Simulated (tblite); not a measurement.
C4H5F4S (doublet state).
Structure used (GFN2-xTB), in Å, numbered top down from 1:
```
atom  x, y, z in Å
F1    -2.6711    0.3729    0.7855
C2    -1.2941    0.2962    0.8833
C3    -0.6862   -0.0484   -0.4294
S4    -1.2812   -1.4055   -1.3258
C5     0.6546    0.4799   -0.7965
C6     1.7737   -0.0822    0.0846
F7     1.8267   -1.4183    0.0622
F8     1.6273    0.2728    1.3729
F9     2.9793    0.3615   -0.2983
H10   -0.9426    1.2724    1.2321
H11   -1.0999   -0.4568    1.6642
H12   -2.4803   -1.4268   -0.7421
H13    0.8979    0.2131   -1.8270
H14    0.6953    1.5687   -0.6879
```

Computed values, GFN2-xTB/tblite, gas phase, harmonic and unscaled. Errors from tens to a few hundred cm⁻¹ against measured bands are possible. Modes of hydrogen on sulfur can be 10 to 20 % off. One conformer, not necessarily the lowest. Open shells enter through the occupations alone, without spin polarisation, and single modes of such species can be off by tens of per cent.

Harmonic wavenumbers (cm⁻¹): 27.0, 54.1, 68.7, 105.3, 203.9, 249.5, 272.7, 290.9, 307.9, 355.6, 462.9, 471.6, 533.5, 598.7, 700.3, 793.6, 873.8, 891.5, 932.2, 987.0, 1014.6, 1062.0, 1132.8, 1155.7, 1178.8, 1215.9, 1260.3, 1276.7, 1306.8, 1418.8, 1425.8, 2416.9, 2841.9, 2945.2, 2953.9, 2996.3.

A = 2150, B = 843.4, C = 694.1 MHz; mass 161.005 u (most abundant isotopes); point group C1, symmetry number 1; spin multiplicity 2.

Question: Zero-point energy?

Answer: ½Σν̃ = 18392 cm⁻¹ = 220.01 kJ/mol.

Question: Give the ideal-gas entropy at 500 K and 1 bar in the rigid-rotor, harmonic-oscillator model (classical rotation).

Answer: Translation 182.98, rotation 131.65, vibration 208.58, spin (R ln 2) 5.76: S = 529.0 J/(mol K).

Question: And Cp and H(500 K) − H(0)?

Answer: Cp = 208.80 J/(mol K), of which vibrations give 175.54 (their classical limit is 36 R = 299.3); H(500 K) − H(0) = 66.17 kJ/mol without the zero-point energy, 49.54 from vibrations.

Question: How do the functions run with temperature in this model?

Answer: 
```
 T (K)  S (J/(mol K))  Cp (J/(mol K))  H − H(0) (kJ/mol)  G − H(0) (kJ/mol)  ln q(vib)
   150          350.2           101.0              10.38             -42.14       4.07
   250          410.2           136.7              22.29             -80.27       6.85
298.15          435.7           152.9              29.27            -100.64       8.13
   400          485.1           184.1              46.47            -147.58      10.73
   600          568.8           228.2              88.06            -253.24      15.50
   900          669.4           266.2             162.82            -439.60      21.86
```

q(vib) and H(0) count from the zero-point level.

Question: Which modes carry the vibrational entropy at 500 K?

Answer: 27.0 cm⁻¹: 29.56; 54.1 cm⁻¹: 23.79; 68.7 cm⁻¹: 21.81; 105.3 cm⁻¹: 18.27; 203.9 cm⁻¹: 12.87; 249.5 cm⁻¹: 11.25 J/(mol K); the other 30 give 91.04 together.

Question: Blend soft modes into free rotors: weight 1/[1 + (100 cm⁻¹/ν̃)⁴] for the oscillator and the rest for a rotor with moment μB/(μ + B), μ = h/(8π²ν), B = 10⁻⁴⁴ kg m². What vibrational entropy results?

Answer: 184.91 J/(mol K) in place of 208.58, which changes −T·S at 500 K by +11.84 kJ/mol.

Hindered rotation and anharmonicity are outside this model. Other conformers, if any are populated, would add a mixing term that is left out. The structure is chiral; the term R ln 2 for an equal mix with its mirror image is left out.

Time: 0.45 s of wall time. Hardware: Arm Neoverse V1, one thread, no GPU, on a shared host. The figure is for the frequency step alone.
